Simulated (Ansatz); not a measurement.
`[O+]#[C][Ru-5]([C]#[O+])([C]#[O+])([C]#[O+])[O+]1CCCC1`, relaxed with RKS PBE0-D4/def2-TZVP in Ansatz 0.2.0 from a GFN2-xTB geometry. The force threshold is 0.005 eV/Å; the program also tests the step.

Charge 0, multiplicity 1. Ru takes the def2 core potential.

Start:

```xyz
22

O     4.306   -0.126    0.114
C     3.198    0.084    0.321
Ru    1.466    0.604    0.829
C     1.681    2.088   -0.301
O     1.905    3.054   -0.880
C     1.758   -0.359    2.415
O     2.031   -0.819    3.430
C     0.151    1.579    1.743
O    -0.557    2.244    2.357
O     0.176   -1.003   -0.487
C    -0.325   -0.513   -1.722
C    -1.605    0.238   -1.344
C    -2.127   -0.572   -0.142
C    -0.970   -1.544    0.160
H     0.439    0.107   -2.193
H    -0.560   -1.370   -2.372
H    -1.357    1.258   -1.041
H    -2.315    0.280   -2.165
H    -3.039   -1.115   -0.380
H    -2.326    0.075    0.711
H    -1.178   -2.533   -0.276
H    -0.752   -1.656    1.223
```

By how much does the energy fall, and how many steps does the optimiser take? (Estimate.)

Ansatz gave: 0.18 eV, in 35 steps, 1 of them rejected.

Which bonds change most? (An estimate is asked.)

Ansatz gave: C2–Ru3 from 1.878 to 1.939 Å; Ru3–C8 from 1.875 to 1.924 Å; Ru3–O10 from 2.445 to 2.421 Å; C13–C14 from 1.541 to 1.527 Å.

Give the relaxed structure. (An estimate is asked.)

Ansatz gave: 
```xyz
22

O     3.949   -0.985   -0.127
C     3.055   -0.383    0.230
Ru    1.516    0.634    0.825
C     2.238    2.188    0.045
O     2.758    3.164   -0.260
C     1.842    0.087    2.599
O     2.145   -0.087    3.690
C     0.000    1.655    1.428
O    -0.898    2.256    1.782
O     0.172   -0.816   -0.572
C    -0.441   -0.259   -1.734
C    -1.839    0.154   -1.288
C    -2.133   -0.784   -0.100
C    -0.851   -1.602    0.042
H     0.186    0.560   -2.082
H    -0.484   -1.035   -2.509
H    -1.849    1.197   -0.970
H    -2.563    0.049   -2.096
H    -2.994   -1.429   -0.280
H    -2.335   -0.212    0.805
H    -0.926   -2.554   -0.497
H    -0.549   -1.798    1.069
```
